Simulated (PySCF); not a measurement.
C₆H₉BF₂.
Numbering: `[F:1][B:2]([F:3])[C@@H:4]1[CH2:5][C@H:6]2[CH2:7][C@@H:8]1[CH2:9]2` (hydrogens: H10 on C4; H11, H12 on C5; H13 on C6; H14, H15 on C7; H16 on C8; H17, H18 on C9)

Cartesian coordinates in Å at the GFN2-xTB level; atoms count from 1:
```xyz
18
C6H9BF2 angstrom
F      2.7353    0.4710   -1.8523
B      2.1477    0.0115   -0.7638
F      2.7655   -1.0261   -0.2338
C      0.8225    0.6464   -0.1853
C      0.4099    0.2001    1.2461
C     -0.9752   -0.3721    0.9431
C     -1.5604    0.6932    0.0036
C     -0.4546    0.1847   -0.9324
C     -0.6993   -1.2024   -0.3201
H      0.8867    1.7369   -0.2524
H      1.0828   -0.5547    1.6511
H      0.3683    1.0379    1.9408
H     -1.5381   -0.7713    1.7819
H     -1.5143    1.7316    0.3249
H     -2.5596    0.4527   -0.3499
H     -0.4768    0.3572   -2.0045
H     -1.5857   -1.6921   -0.7150
H      0.1365   -1.8981   -0.2937
```

The closed-shell SCF was solved with PySCF and density fitting under several settings on one GFN2-xTB geometry (grid level 2 and gas phase unless stated).

```
      settings  basis functions  SCF cycles     E (Eh)  HOMO (eV)  LUMO (eV)  dipole (D)
 PBE0/pcSseg-1              198          12  -458.1380      -8.68       0.18        1.96
PBE0/def2-SVPD              258          12  -457.8726      -8.68       0.10        2.03
PW91/def2-SVPD              258          14  -458.1981      -7.37      -1.03        1.96
```

Question: Estimate the row for these settings: LC-wPBE/6-31G*.

Answer: 
| settings | basis functions | SCF cycles | E (Eh) | HOMO (eV) | LUMO (eV) | dipole (D) |
| --- | --- | --- | --- | --- | --- | --- |
| LC-wPBE/6-31G* | 144 | 12 | -458.4053 | -11.14 | 3.22 | 1.65 |

Question: Over all rows, what range does the HOMO–LUMO gap span?

Answer: From 6.34 eV (PW91/def2-SVPD) to 14.36 eV (LC-wPBE/6-31G*). The functional of the narrowest has no exact exchange, that of the widest range-separated exact exchange.

Question: And the dipole moment?

Answer: From 1.65 D (LC-wPBE/6-31G*) to 2.03 D (PBE0/def2-SVPD); the largest is 1.23 times the smallest, and the median is 1.96 D.

Question: Compare two rows with the functional PBE0: PBE0/pcSseg-1 and PBE0/def2-SVPD. Which energy is lower, and by how much?

Answer: PBE0/pcSseg-1 (198 functions) lies 0.2654 Eh or 167 kcal/mol below PBE0/def2-SVPD (258 functions). The smaller set gives the lower energy; the two sets aren't nested, so the variational bound doesn't order them by size.

Whole jobs, the steps after the SCF included, on an Arm Neoverse V2 with one thread (shared host):

| settings | work after the SCF | wall time | peak memory |
| --- | --- | --- | --- |
| PBE0/pcSseg-1 | shieldings, ring-centre shieldings, charges and field gradients | 29 s | 0.87 GiB |
| PBE0/def2-SVPD | 6 singlets by full TDDFT, 2 Tamm–Dancoff triplets, polarisability | 57 s | 1.0 GiB |
| PW91/def2-SVPD | shieldings, ring-centre shieldings, charges and field gradients | 57 s | 0.88 GiB |
| LC-wPBE/6-31G* | shieldings, ring-centre shieldings | 31 s | 0.74 GiB |

Cycle counts include a coarse-grid stage where the run had one. All basis functions are spherical, in the Pople sets too.

One conformer stands for the species.
